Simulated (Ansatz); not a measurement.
Geometry optimisation, RKS BHLYP/def2-SVP in Ansatz 0.2.0.

Input:

```yaml
crystal:
  periodic: [false, false, false]
  atoms:
    - { symbol: B, position_ang: [-0.7131, 1.0252, 0.6664] }
    - { symbol: Si, position_ang: [0.735, 0.3671, -0.3564] }
    - { symbol: F, position_ang: [2.1296, 0.6103, 0.5019] }
    - { symbol: As, position_ang: [0.5034, -1.8897, -0.7277] }
    - { symbol: H, position_ang: [-1.4312, 1.9195, 0.1789] }
    - { symbol: H, position_ang: [-1.0093, 0.6465, 1.7211] }
    - { symbol: H, position_ang: [0.8558, 1.0709, -1.6421] }
    - { symbol: H, position_ang: [-1.0174, -1.6672, -1.1696] }
    - { symbol: H, position_ang: [0.0357, -2.1288, 0.8104] }
basis:
  gaussian: { orbitals: def2-SVP }
hamiltonian:
  xc: { name: BHLYP }
relax:
  f_tol: 0.02
  max_steps: 50
```

Run as:

```bash
$ ansatz run input.yaml --threads 2 --pin off --max-ram 3072MiB --backend cpu --events-out ev --progress --plain --runs-dir out
```

Task: Where does it end, and by what steps?

Result: The run converged. After 14 steps the energy has fallen by 0.490 eV; H5 moved furthest, 0.73 Å.

| step | energy less start (eV) | largest force component (eV/Å) | accepted |
| --- | --- | --- | --- |
| 0 | 0.0000 | 2.142 | yes |
| 1 | -0.3649 | 1.366 | yes |
| 2 | -0.3951 | 0.477 | yes |
| 3 | -0.4372 | 0.455 | yes |
| 4 | -0.4703 | 0.224 | yes |
| 5 | -0.4802 | 0.098 | yes |
| 6 | -0.4842 | 0.042 | yes |
| 7 | -0.4861 | 0.084 | yes |
| 8 | -0.4870 | 0.064 | yes |
| 9 | -0.4888 | 0.043 | yes |
| 10 | -0.4892 | 0.063 | yes |
| 11 | -0.4893 | 0.046 | yes |
| 12 | -0.4896 | 0.030 | yes |
| 13 | -0.4896 | 0.022 | no |
| 14 | -0.4897 | 0.017 | yes |

```xyz
9
Properties=species:S:1:pos:R:3
B -0.733 1.065 0.745
Si 0.817 0.443 -0.324
F 2.235 0.591 0.455
As 0.421 -1.889 -0.623
H -1.779 1.276 0.200
H -0.691 1.106 1.941
H 0.996 1.042 -1.664
H -0.838 -1.631 -1.429
H -0.340 -2.049 0.680
```

The run took 37 s on 2 threads of Intel(R) Xeon(R) Platinum 8488C (Sapphire Rapids), with other jobs on the host, peak memory 0.25 GiB.
